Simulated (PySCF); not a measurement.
C₆H₁₂O₂, singlet, at a GFN2-xTB geometry. Base run: BLYP/STO-3G (PySCF).

Geometry (Å):
```xyz
20

C      2.6596     0.3198    -0.5171
O      1.4261     0.3343     0.1851
C      0.3580    -0.1068    -0.4943
O      0.4208    -0.4949    -1.6307
C     -0.9087    -0.0476     0.3521
C     -1.1466     1.4080     0.7679
C     -0.7047    -0.9228     1.5932
C     -2.0852    -0.5635    -0.4748
H      2.9188    -0.7005    -0.8073
H      2.5904     0.9325    -1.4183
H      3.4038     0.7240     0.1644
H     -2.0462     1.4749     1.3757
H     -1.2751     2.0388    -0.1092
H     -0.3050     1.7810     1.3456
H     -1.5974    -0.8953     2.2140
H     -0.5165    -1.9549     1.3051
H      0.1391    -0.5642     2.1770
H     -2.9993    -0.5286     0.1125
H     -2.2155     0.0431    -1.3673
H     -1.9064    -1.5884    -0.7893
```
All else is at PySCF's defaults.
Base energy -381.16512 Eh.

Variants of this job, named by their change:

```json
[
 {"change": "base", "ΔE vs base (mEh)": "0.000", "SCF cycles": "11", "outcome": "converged"},
 {"change": "solver = newton", "ΔE vs base (mEh)": "0.000", "SCF cycles": "-", "outcome": "converged"},
 {"change": "conv_tol_grad = 1e-7", "ΔE vs base (mEh)": "0.000", "SCF cycles": "13", "outcome": "converged"},
 {"change": "diis = off; damp = 0.6 (with mf.diis_start_cycle = 200; with mf.max_cycle = 150)", "ΔE vs base (mEh)": "0.000", "SCF cycles": "28", "outcome": "converged"},
 {"change": "conv_tol = 1e-11", "ΔE vs base (mEh)": "0.000", "SCF cycles": "12", "outcome": "converged"},
 {"change": "level_shift = 0.3 (with mf.max_cycle = 100)", "ΔE vs base (mEh)": "0.000", "SCF cycles": "16", "outcome": "converged"},
 {"change": "init_guess = vsap", "ΔE vs base (mEh)": "0.000", "SCF cycles": "13", "outcome": "converged"},
 {"change": "conv_tol = 1e-12", "ΔE vs base (mEh)": "0.000", "SCF cycles": "19", "outcome": "converged"},
 {"change": "conv_tol = 1e-7", "ΔE vs base (mEh)": "0.000", "SCF cycles": "9", "outcome": "converged"},
 {"change": "conv_tol = 1e-6", "ΔE vs base (mEh)": "0.000", "SCF cycles": "8", "outcome": "converged"},
 {"change": "diis_space = 20", "ΔE vs base (mEh)": "0.000", "SCF cycles": "11", "outcome": "converged"},
 {"change": "diis_space = 2", "ΔE vs base (mEh)": "-", "SCF cycles": "50", "outcome": "not converged"},
 {"change": "solver = newton; init_guess = 1e", "ΔE vs base (mEh)": "0.000", "SCF cycles": "-", "outcome": "converged"}
]
```
